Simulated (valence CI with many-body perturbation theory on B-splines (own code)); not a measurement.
**Which ion has this spectrum?**

A relativistic CI+MBPT calculation for an atom or ion with 6 electrons gives these levels (Ry):

```
J  Parity       E     g
0    even   0.000      
1    even   6.029  1.49
2    even   6.885  1.21
2    even  13.518  1.27
2     odd  14.586  1.75
0    even  15.522      
1     odd  18.027  0.96
2     odd  20.751  1.43
3     odd  22.353  1.32
0     odd  24.136      
1     odd  24.718  1.27
2     odd  25.393  1.14
1     odd  25.964  1.48
2     odd  30.679  1.30
```

The energies are calculated, and their last digits are not significant.

Which is it?
A. Mo36+
B. Y33+
C. Zr34+
D. Tc37+

C. Zr34+, ground level (2s^2 2p1/2^2) J=0.
